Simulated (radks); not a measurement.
Values are calculated unless marked as measured or tabulated.
Radial electron density D(r) = 4 pi r^2 rho(r) of an atom or ion with 43 electrons. Code: a radial shooting solver on a logarithmic mesh with Libxc functionals. Model: scalar-relativistic Kohn-Sham, PBE, spin-unpolarised, spherical densities, finite nucleus; Fermi nuclear charge, rms radius of each element as measured or else 0.836 A^(1/3) + 0.57 fm.

| r (bohr) | D(r) (e/bohr) |
|---|---|
| 0.003129 | 8.119 |
| 0.003585 | 10.06 |
| 0.004074 | 12.24 |
| 0.004668 | 14.97 |
| 0.005305 | 17.96 |
| 0.006078 | 21.62 |
| 0.006908 | 25.49 |
| 0.007914 | 30.03 |
| 0.008995 | 34.61 |
| 0.01031 | 39.68 |
| 0.01171 | 44.43 |
| 0.01342 | 49.19 |
| 0.01525 | 53.10 |
| 0.01747 | 56.32 |
| 0.01986 | 58.20 |
| 0.02275 | 58.77 |
| 0.02586 | 57.98 |
| 0.02963 | 56.00 |
| 0.03367 | 53.60 |
| 0.03858 | 51.31 |
| 0.04384 | 50.31 |
| 0.05023 | 51.31 |
| 0.05709 | 54.54 |
| 0.06541 | 60.06 |
| 0.07434 | 66.11 |
| 0.08517 | 71.58 |
| 0.0968 | 74.00 |
| 0.1109 | 72.37 |
| 0.126 | 67.02 |
| 0.1444 | 59.12 |
| 0.1641 | 52.39 |
| 0.188 | 48.85 |
| 0.2137 | 49.95 |
| 0.2448 | 54.35 |
| 0.2783 | 58.20 |
| 0.3188 | 58.15 |
| 0.3624 | 52.49 |
| 0.4151 | 41.70 |
| 0.4718 | 30.38 |
| 0.5406 | 20.94 |
| 0.6144 | 16.38 |
| 0.7039 | 15.60 |
| 0.8 | 16.55 |
| 0.9166 | 16.96 |
| 1.042 | 15.67 |
| 1.193 | 12.73 |
| 1.356 | 9.371 |
| 1.554 | 6.078 |
| 1.766 | 3.687 |
| 2.024 | 1.974 |
| 2.3 | 1.000 |
| 2.635 | 0.4347 |
| 2.995 | 0.1747 |
| 3.431 | 0.05594 |
| 3.9 | 0.01577 |
| 4.468 | 0.003220 |

What is the nuclear charge?

Answer. Z = 46. The innermost maximum, from 1s, lies near gamma/Z bohr with gamma = sqrt(1 - (Z/c)^2) = 0.942, here 0.0205 bohr (found: 0.0224), and its height grows with Z. The density is that of the palladium ion Pd3+ in [Kr] 4d7; the configuration itself is not fixed sharply by these data, and Z only to a few units. D(r) has 4 maxima, at r = 0.0224, 0.0984, 0.299, 0.888 bohr, and minima at 0.0442, 0.194, 0.676 bohr, inside which lie 2.01, 11.16, 29.02 electrons.
